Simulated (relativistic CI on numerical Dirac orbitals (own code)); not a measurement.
**Pd+: L2,3 absorption edge**

Computed with this model: Dirac-Coulomb-Breit CI, separate exchange-only KLI orbitals for each configuration, model QED, valence Slater integrals scaled by 0.8, multiplet model of core-to-valence dipole absorption; configurations [Kr] 4d9 → [He] 2s2 2p5 3s2 3p6 3d10 4s2 4p6 4d10; 300 K; Lorentzian 1.6 eV and Gaussian 0.5 eV FWHM. Energies are those of the free ion, without screening or charge transfer. The branching ratio is the share of the lower-energy edge in the whole absorption, uncertain by about 0.02 where the edges overlap. S is read from ⟨S²⟩ = S(S + 1).

Field parameters in Wybourne normalisation: Oh B⁴₀ = 21Dq, B⁴₄ = √(5/14) B⁴₀. The field is a parameter set, without covalency.

Case Oh, 10Dq = 3450 cm⁻¹, the dichroism is that of the ground state at zero temperature, magnetised by exchange field 10 meV on Sz. The dichroism I(Δm = −1) − I(Δm = +1), over the sum of the three polarisations, integrates to -0.5960 on the lower edge and 0.0917 on the upper edge. The branching ratio is 0.909.

(1) Use the orbital sum rule with 1 holes to get ⟨Lz⟩.

Results:

(1) For a p → d edge ⟨Lz⟩ = 2 × n_h × (sum of both integrals) in this sign convention = -1.01; the ground state itself has ⟨Lz⟩ = -0.99 and ⟨Sz⟩ = -0.47. The rule assumes one radial integral for both edges, which relativistic orbitals only approach.
